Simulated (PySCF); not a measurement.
C8H20Al (charge -1).
Bonds: C1–C2, C2–Al3, Al3–C4, C4–C5, Al3–C6, C6–C7, Al3–C8, C8–C9. Hydrogens: H10, H11, H12 on C1; H13, H14 on C2; H15, H16 on C4; H17, H18, H19 on C5; H20, H21 on C6; H22, H23, H24 on C7; H25, H26 on C8; H27, H28, H29 on C9.

Theory: PySCF 2.14.0, PBE0-D3(BJ)/def2-SVP geometry optimisation, gas phase.

Question: How far are the bound atoms from Al3?

Answer: 4 atoms: C2 2.037 Å, C8 2.037 Å, C4 2.038 Å, C6 2.038 Å. The nearest atom not counted as bound is H20, at 2.62 Å (others tie with it).

Question: List the angles at Al3.

Answer: 
```json
{"angle": "C4–Al3–C6", "degrees": "109.9", "distance of the outer atoms (Å)": "3.34"}
{"angle": "C2–Al3–C8", "degrees": "109.6", "distance of the outer atoms (Å)": "3.33"}
{"angle": "C4–Al3–C8", "degrees": "109.5", "distance of the outer atoms (Å)": "3.33"}
{"angle": "C2–Al3–C6", "degrees": "109.5", "distance of the outer atoms (Å)": "3.33"}
{"angle": "C6–Al3–C8", "degrees": "109.3", "distance of the outer atoms (Å)": "3.32"}
{"angle": "C2–Al3–C4", "degrees": "109.2", "distance of the outer atoms (Å)": "3.32"}
```

Question: What is the shape at Al3?

Answer: Tetrahedral: angles from 109.2° to 109.9°; τ4 = (360° − α − β)/141° = 1.00 with α and β the two widest (0 for a square, 1 for a tetrahedron).

Question: What are the other bond lengths?

Answer: C1–C2 and 3 like bonds 1.527 Å. (A selection.)

Question: Give some angles away from the centre.

Answer: C1–C2–Al3 114.5°, Al3–C4–C5 114.8°.

Question: What are the rotational constants (commonest isotopes, rigid rotor)?

Answer: A = 1098, B = 1040, C = 692.0 MHz: an asymmetric top.

Point group: near D2, missed by 0.19 Å at most; the miss may be what the optimiser left on a soft mode (C2 holds within 0.08 Å). Charge -1, singlet. Stationary, but not proved a minimum.

Shape of the structure used: `[CH3:1][CH2:2][Al-:3]([CH2:4][CH3:5])([CH2:6][CH3:7])[CH2:8][CH3:9]`: C1–C2–Al3–C4 180°, C2–Al3–C4–C5 177°, C2–Al3–C6–C7 54°, C2–Al3–C8–C9 -61°.

One conformer stands for the species.
